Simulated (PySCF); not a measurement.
Phenanthrene, SMILES c1ccc2c(c1)ccc1ccccc12 (C14H10) (GFN2-xTB optimised geometry):

```
24

C     -1.777    -3.067     0.000
C     -2.481    -1.863     0.000
C     -1.811    -0.665     0.000
C     -0.408    -0.610     0.000
C      0.300    -1.836     0.000
C     -0.407    -3.049     0.000
C      1.724    -1.832     0.000
C      2.418    -0.672     0.000
C      1.747     0.584     0.000
C      2.482     1.781     0.000
C      1.850     2.997     0.000
C      0.455     3.048     0.000
C     -0.283     1.890     0.000
C      0.333     0.628     0.000
H     -2.313    -4.005     0.000
H     -3.562    -1.875     0.000
H     -2.387     0.248     0.000
H      0.153    -3.974     0.000
H      2.236    -2.784     0.000
H      3.499    -0.672     0.000
H      3.562     1.725     0.000
H      2.422     3.913     0.000
H     -0.045     4.005     0.000
H     -1.359     1.965     0.000
```

Level of theory: CAM-B3LYP/def2-SVP (PySCF).

Task: What are the frontier orbital energies and the dipole moment?

Result: HOMO-2 -8.81 eV, HOMO-1 -7.60 eV, HOMO -7.26 eV, LUMO -0.04 eV, LUMO+1 0.13 eV; dipole moment 0.04 D.

On the same geometry PBE/def2-SVP run with PySCF 2.14.0 gives HOMO-2 -6.59 eV, HOMO-1 -5.66 eV, HOMO -5.38 eV, LUMO -1.90 eV, LUMO+1 -1.76 eV; dipole moment 0.05 D.

Meta-Löwdin charges at CAM-B3LYP/def2-SVP: C1 -0.10, C2 -0.10, C3 -0.10, C4 0.00, C5 0.01, C6 -0.10, C7 -0.10, C8 -0.10, C9 0.01, C10 -0.10, C11 -0.10, C12 -0.10, C13 -0.10, C14 0.00, H15 0.10, H16 0.10, H17 0.10, H18 0.10, H19 0.10, H20 0.10, H21 0.10, H22 0.10, H23 0.10, H24 0.10.
